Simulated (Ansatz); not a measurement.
A structure relaxed at PBE0-D4/def2-TZVPD in Ansatz, charge -1, doublet:

```xyz
3

Pt    0.685    1.230    0.038
S    -1.127   -0.367   -0.650
S     0.442   -0.863    0.613
```

Problem. Give its formula and point group.

Solution. the cluster PtS₂⁻. Point group Cs (tolerance 0.1 Å).

Problem. Summarise the bond lengths by kind (pairs closer than 1.2 times the sum of covalent radii, bridged metal pairs left out).

Solution. 2 × Pt–S 2.18 to 2.51 Å; 1 × S–S 2.07 Å. The metal has 2 neighbours: S 2.51 Å, S 2.18 Å.

In the def2 sets Pt takes a core potential; there is no spin–orbit coupling. Another isomer (doublet) lies 1.38 eV lower at PBE0-D4/def2-TZVPD; other spin states weren't run for this one.
